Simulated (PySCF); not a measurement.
# Nuclear quadrupole coupling in `C=C[Si@H](C=O)/N=C(/C)C#N`

Species: C₆H₈N₂OSi.
Cartesian coordinates in Å at the GFN2-xTB level; atoms count from 1:
```xyz
18
C6H8N2OSi angstrom
C     -3.2199   -0.8598   -0.8436
C     -2.0259   -0.3473   -1.0933
Si    -0.8292    0.2490    0.2354
C     -1.0471    2.1615    0.3355
O     -1.6757    2.7047    1.2036
N      0.6960    0.1436   -0.5329
C      1.8241   -0.3761   -0.3052
C      2.9741   -0.2109   -1.2472
C      2.0942   -1.1650    0.8570
N      2.2846   -1.7986    1.7934
H     -3.8894   -1.1740   -1.6300
H     -3.5865   -0.9915    0.1613
H     -1.7102   -0.2392   -2.1241
H     -1.0851   -0.3330    1.5499
H     -0.6036    2.7700   -0.4801
H      3.8093    0.2643   -0.7328
H      3.3120   -1.1875   -1.5932
H      2.6695    0.3960   -2.0952
```

Field gradients from the PBE0/pcSseg-1 density (PySCF, non-relativistic), principal values in atomic units, ordered |Vxx| ≤ |Vyy| ≤ |Vzz|:

```
atom     Vxx     Vyy      Vzz
  O5  0.3415  1.8294  -2.1709
  N6  0.1657  0.8448  -1.0105
 N10  0.4330  0.6035  -1.0364
```

Q: Find the asymmetry η = (Vxx − Vyy)/Vzz and the couplings χ = eQV/h (234.96 MHz × Q in barn × V in au), with Q(17O) = −0.0256 b, Q(14N) = 0.02044 b.

A: 
| atom | environment | nucleus | η | χzz (MHz) | χxx (MHz) | χyy (MHz) |
| --- | --- | --- | --- | --- | --- | --- |
| O5 | carbonyl oxygen | 17O | 0.69 | 13.06 | -2.05 | -11.00 |
| N6 | C=N nitrogen | 14N | 0.67 | -4.853 | 0.796 | 4.057 |
| N10 | nitrile nitrogen | 14N | 0.16 | -4.978 | 2.079 | 2.898 |

The tensor is traceless: Vxx + Vyy + Vzz = 0.

Q: What is Vzz at N6 in SI units (1 au = 9.71736 × 10²¹ V/m²)?

A: -1.0105 au = -9.819 × 10²¹ V/m².

Were the hydrogens deuterons (Q(2H) = 0.00286 b), χzz would run from 108 kHz (H14) to 223 kHz (H12 and H11).

One conformer (not necessarily the lowest) at the GFN2-xTB geometry, without solvent, vibrations or thermal averaging. GFN2-xTB bond lengths can be off by several hundredths of an ångström, more for odd bonds, and the gradients follow them. The small basis limits the accuracy of the gradients.

The run behind these numbers computed NMR shieldings as well. On one thread of an Intel Xeon 6975P-C, shared host with 32 logical CPUs at a one-minute load of 20, this took 43 s and 0.97 GiB of memory at its peak.
